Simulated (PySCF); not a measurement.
C₃H₃BN₂O₂, SMILES CB(N=C=O)N=C=O. Atoms are numbered in the order given.

```xyz
11

B     -0.5667    -0.4060    -0.0992
C     -1.8390    -1.3062    -0.2677
H     -1.5853    -2.3355    -0.5596
H     -2.5653    -0.8861    -0.9773
H     -2.3444    -1.3715     0.7132
N     -0.6082     0.9935    -0.3572
C     -0.7306     2.1567    -0.6045
O     -0.8407     3.2937    -0.8429
N      0.6663    -0.9533     0.3572
C      1.6613    -1.4959     0.7374
O      2.6372    -2.0169     1.1089
```
Charge 0, spin multiplicity 1.

Geometry optimised at PBE0-D3(BJ)/def2-SVP. One conformer was computed; it need not be the lowest.

Two levels are set side by side: PBE/pcSseg-1 (PySCF) and PBE0/pcSseg-1 (PySCF). GIAO shifts against BF3 (¹¹B), H2O (¹⁷O), NH3 (¹⁵N), TMS (¹H), TMS (¹³C) at the same level; non-relativistic, no solvent, atoms listed together averaged. Differences are taken from unrounded values.

```tsv
quantity	PBE0	PBE	PBE minus PBE0
δ(¹¹B) of B1 (ppm)	15.6	13.9	-1.7
δ(¹³C) of C2 (ppm)	11.6	12.0	0.4
δ(¹⁵N) of N6, N9 (ppm)	83.7	94.0	10.3
δ(¹³C) of C7, C10 (ppm)	128.4	124.2	-4.3
δ(¹⁷O) of O8, O11 (ppm)	167.1	176.9	9.9
```

Rough cost on one machine, each run with all the roots and properties that it gave: PBE0 against PBE within a factor of 2.
